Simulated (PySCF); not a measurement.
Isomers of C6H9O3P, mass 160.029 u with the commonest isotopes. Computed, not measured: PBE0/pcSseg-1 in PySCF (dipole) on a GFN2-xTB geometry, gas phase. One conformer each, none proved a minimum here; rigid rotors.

Question: Order these by dipole moment, largest first.
A. `[CH3:1][P@@:2](=[O:3])([CH2:4][OH:5])[c:6]1[cH:7][cH:8][o:9][cH:10]1` with C1–P2–C4–O5 -72°, P2–C4–O5–H -47°, C1–P2–C6–C7 -59°
B. `[CH3:1][CH2:2][P@@:3](=[O:4])([OH:5])[c:6]1[cH:7][cH:8][o:9][cH:10]1` with C1–C2–P3–O4 -50°, C2–P3–O5–H -138°, C2–P3–C6–C7 -65°
C. `[CH:1]#[C:2][CH2:3][P:4]([CH2:5][OH:6])[C:7](=[O:8])[O:9][CH3:10]` with C2–C3–P4–C5 171°, C3–P4–C5–O6 68°, P4–C5–O6–H 68°, C3–P4–C7–O8 102°, P4–C7–O9–C10 178°

Answer: A (3.79 D), B (2.73 D), C (1.64 D).

Question: Order these by rotational constant A, largest first.
A. `[CH3:1][CH2:2][P@@:3](=[O:4])([OH:5])[c:6]1[cH:7][cH:8][o:9][cH:10]1` with C1–C2–P3–O4 -50°, C2–P3–O5–H -138°, C2–P3–C6–C7 -65°
B. `[CH3:1][P@@:2](=[O:3])([CH2:4][OH:5])[c:6]1[cH:7][cH:8][o:9][cH:10]1` with C1–P2–C4–O5 -72°, P2–C4–O5–H -47°, C1–P2–C6–C7 -59°
C. `[CH:1]#[C:2][CH2:3][P:4]([CH2:5][OH:6])[C:7](=[O:8])[O:9][CH3:10]` with C2–C3–P4–C5 171°, C3–P4–C5–O6 68°, P4–C5–O6–H 68°, C3–P4–C7–O8 102°, P4–C7–O9–C10 178°

Answer: A (2437 MHz), B (2382 MHz), C (1456 MHz).

Question: Order these by out-of-plane moment Σ m c² = (Ia + Ib − Ic)/2, largest first.
A. `[CH3:1][CH2:2][P@@:3](=[O:4])([OH:5])[c:6]1[cH:7][cH:8][o:9][cH:10]1` with C1–C2–P3–O4 -50°, C2–P3–O5–H -138°, C2–P3–C6–C7 -65°
B. `[CH3:1][P@@:2](=[O:3])([CH2:4][OH:5])[c:6]1[cH:7][cH:8][o:9][cH:10]1` with C1–P2–C4–O5 -72°, P2–C4–O5–H -47°, C1–P2–C6–C7 -59°
C. `[CH:1]#[C:2][CH2:3][P:4]([CH2:5][OH:6])[C:7](=[O:8])[O:9][CH3:10]` with C2–C3–P4–C5 171°, C3–P4–C5–O6 68°, P4–C5–O6–H 68°, C3–P4–C7–O8 102°, P4–C7–O9–C10 178°

Answer: B (90.16 u·Å²), A (88.17 u·Å²), C (37.45 u·Å²).

```json
{"SMILES": "C#CCP(CO)C(=O)OC", "point group": "C1", "Ia (u·Å²)": "347.21", "Ib (u·Å²)": "556.88", "Ic (u·Å²)": "829.19", "κ": "-0.30", "μa (D)": "1.40", "μb (D)": "0.04", "μc (D)": "0.85"}
{"SMILES": "C[P@@](=O)(CO)c1ccoc1", "point group": "C1", "Ia (u·Å²)": "212.19", "Ib (u·Å²)": "724.55", "Ic (u·Å²)": "756.42", "κ": "-0.97", "μa (D)": "2.38", "μb (D)": "2.67", "μc (D)": "1.24"}
{"SMILES": "CC[P@@](=O)(O)c1ccoc1", "point group": "C1", "Ia (u·Å²)": "207.34", "Ib (u·Å²)": "712.97", "Ic (u·Å²)": "743.98", "κ": "-0.97", "μa (D)": "0.83", "μb (D)": "2.60", "μc (D)": "0.16"}
```
